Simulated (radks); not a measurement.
Results of a calculation; reference values are marked as such.
All-electron atom: Bi+ in [Hg] 6p2. Level of theory: non-relativistic Kohn-Sham, TPSS, spin-polarised, spherical densities, point nucleus; open shells are filled with parallel spins first (spin-orbit coupling, left out, can overturn this in heavy ions); meta-GGA in the generalised Kohn-Sham scheme; relativity is left out, which matters for an element this heavy (a radial shooting solver on a logarithmic mesh with Libxc functionals).

Normalised radial functions P(r) = r R(r), r in bohr:

```
   r/bohr * 6p up (the largest magnitude, 0.681, reaches the edge; | marks zero)
  0.00096                             *
 0.001515                             *
 0.002409                             *
 0.003801                             *
 0.006045                             *
 0.009537                             |*
  0.01517                             | *
  0.02393                             |  *
  0.03806                             |   *
  0.06005                             | *
  0.09551                          *  |
   0.1507                        *    |
   0.2397                             |  *
   0.3781                             |      *
   0.6014                     *       |
   0.9488                   *         |
    1.509                             |            *
    2.381                             |                          *
    3.786                             |                 *
    5.974                             |   *
    9.501                             *
```

6p up: eigenvalue -12.103 eV, 4 radial nodes at r = 0.0738, 0.207, 0.485, 1.19 bohr, <r> = 2.84 bohr, 90 % of the charge inside 4.15 bohr.
